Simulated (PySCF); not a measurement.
## Electronic structure of In²⁺ (indium, charge +2) at the UHF level

Configuration: [Kr] 4d10 5p1, 2P determinant (an excited configuration). All numbers are calculated (PySCF 2.14, the non-relativistic Hamiltonian (point nucleus), in dyall-av2z (22s16p12d, 130 functions)).

| Property | Result |
| --- | --- |
| Total energy | -5739.142990 hartree |
| One-electron energy | -7887.4361 hartree |
| Hartree (Coulomb) energy | 2301.7550 hartree |
| Exchange energy | -153.4619 hartree |
| Kinetic energy | 5739.17303 hartree |
| ⟨S²⟩ | 0.7515 |
| ⟨L²⟩ | 2.004 |
| Sum of ⟨r⟩ | 28.89 bohr |
| Sum of ⟨r²⟩ | 35.95 bohr² |
| Traceless quadrupole moment −½Σ⟨3z² − r²⟩ along its main axis | -4.07 e·bohr² |
| Density at the nucleus (Gaussians lack the cusp) | 82300 bohr⁻³ |
| Spin density at the nucleus | 0.113 bohr⁻³ |
| Langevin diamagnetic susceptibility | -28.5 ×10⁻⁶ cm³/mol |

```csv
shell,electrons,mean orbital energy (eV),spread (eV),"rms radius, mean of both spins (bohr)"
1s α,1,-27170.4,0,0.0359
1s β,1,-27170.4,0,0.0359
2s α,1,-4084.0,0,0.145
2s β,1,-4084.0,0,0.145
2p α,3,-3805.9,0.018,0.127
2p β,3,-3805.8,0.074,0.127
3s α,1,-824.83,0,0.384
3s β,1,-824.79,0,0.384
3p α,3,-709.27,0.053,0.378
3p β,3,-709.20,0.187,0.378
3d α,5,-497.44,0.138,0.352
3d β,5,-497.42,0.160,0.352
4s α,1,-154.04,0,0.938
4s β,1,-153.94,0,0.938
4p α,3,-114.28,0.110,1.00
4p β,3,-114.17,0.446,1.00
4d α,5,-47.665,0.364,1.24
4d β,5,-47.563,0.554,1.24
5p α,1,-19.372,0,3.20
```

A non-relativistic calculation at this Z misses sizeable relativistic shifts.

Spin-orbit constants ζ (cm⁻¹) from the X2C one-electron operator on these orbitals (non-relativistic here): bare nucleus, nucleus screened by l(l+1)(2l+1)/3 electrons, and screened by the Breit-Pauli mean field of the electrons.

```json
{"shell": "2p", "bare": "981900", "screened nucleus": "941800", "mean field": "921900"}
{"shell": "3p", "bare": "175600", "screened nucleus": "168400", "mean field": "164100"}
{"shell": "3d", "bare": "30430", "screened nucleus": "24220", "mean field": "23290"}
{"shell": "4p", "bare": "28590", "screened nucleus": "27420", "mean field": "26640"}
{"shell": "4d", "bare": "3365", "screened nucleus": "2678", "mean field": "2512"}
{"shell": "5p", "bare": "2089", "screened nucleus": "2004", "mean field": "1940"}
```

To first order the Landé constant is A = 1940 cm⁻¹, so the lowest level has J = 1/2 and lies 0.241 eV below the centre of the term.
